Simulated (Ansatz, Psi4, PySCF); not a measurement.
System: hydroxy(trisilyl)silane, H₁₀Si₄O, charge 0, multiplicity 1. SMILES: O[Si]([SiH3])([SiH3])[SiH3]
Structure (B3LYP-D3(BJ)/def2-TZVP (Ansatz, an electronic-structure program) minimum search):
```
Si
O 1 1.6728
H 2 0.9610 1 117.74
Si 1 2.3436 2 106.47 3 -180.00
H 4 1.4829 1 111.19 2 -60.88
H 4 1.4829 5 109.07 1 -122.98
H 4 1.4846 5 108.72 6 -118.40
Si 1 2.3541 2 111.73 3 -60.50
H 8 1.4838 1 111.54 2 -62.42
H 8 1.4843 9 108.79 1 120.81
H 8 1.4862 9 108.22 10 117.55
Si 1 2.3541 2 111.73 3 60.50
H 12 1.4838 1 111.54 2 62.42
H 12 1.4843 13 108.79 1 -120.81
H 12 1.4862 13 108.22 14 -117.55
```

Quantity: atomisation energy, in kcal/mol. Set-up: six Cartesian d functions in 6-31G* and its kin unless marked 5d; LANL2DZ with its own core potentials from Na on; open shells spin-unrestricted; 6-311+G** with 5d, 6d on Na to Ar in Ansatz; valence correlation only; no dispersion term unless named; non-relativistic; atomisation electronic, to ground-state atoms; spin-orbit terms left out. CBS marks a two-point X^-3 extrapolation of the correlation energy; Hartree-Fock from the larger set. First-principles rows: single points at B3LYP-D3(BJ) geometries (Ansatz).

Coupled cluster (Ansatz) is a level with limits of its own, used here on species with T1 under 0.025 (0.045 for open shells) and stable references: CCSD(T)/CBS(cc-pV(T+d)Z,cc-pV(Q+d)Z).

Value to compare with, CCSD(T)/CBS(cc-pV(T+d)Z,cc-pV(Q+d)Z) (Ansatz): 1097.7 kcal/mol.

```
level               program  atomisation energy (kcal/mol)  difference
------------------  -------  -----------------------------  ----------
HF/STO-3G            Ansatz                         1115.7        18.0
PBE/def2-SVP         Ansatz                         1066.0       -31.7
B3LYP/6-31G          Ansatz                          975.4      -122.3
B3LYP/6-31G*         Ansatz                         1058.6       -39.1
B3LYP/6-31G**        Ansatz                         1068.7       -29.0
B3LYP/cc-pVDZ        Ansatz                         1044.5       -53.2
B3LYP/6-311+G**      Ansatz                         1059.6       -38.1
M06-2X/6-311+G**      PySCF                         1069.7       -28.0
wB97X-D/6-311+G**      Psi4                         1076.5       -21.2
MP2/STO-3G           Ansatz                         1216.4       118.7
MP2/LANL2DZ          Ansatz                          877.8      -219.9
MP2/6-31G*           Ansatz                          949.8      -147.9
B3PW91/6-31G* (5d)    PySCF                         1056.7       -41.0
B3LYP/def2-TZVPD     Ansatz                         1075.2       -22.5
PBE0/def2-TZVPD      Ansatz                         1069.7       -28.0
wB97M-V/def2-TZVPD   Ansatz                         1090.0        -7.7
```

Among the 13 habitual levels, MP2/LANL2DZ lies farthest from CCSD(T)/CBS(cc-pV(T+d)Z,cc-pV(Q+d)Z) (Ansatz) (-219.9 kcal/mol) and HF/STO-3G nearest (18.0); 2 of 13 lie above it, and their mean absolute difference is 69.9 kcal/mol, the median 39.1. One case shows no general order.

The levels are drawn from those run, B3LYP/6-31G* more often than the rest, none by its result; left out are runs that failed, that the program found above a lower state of the same kind, or whose <S^2> lies over 0.5 above the pure value.
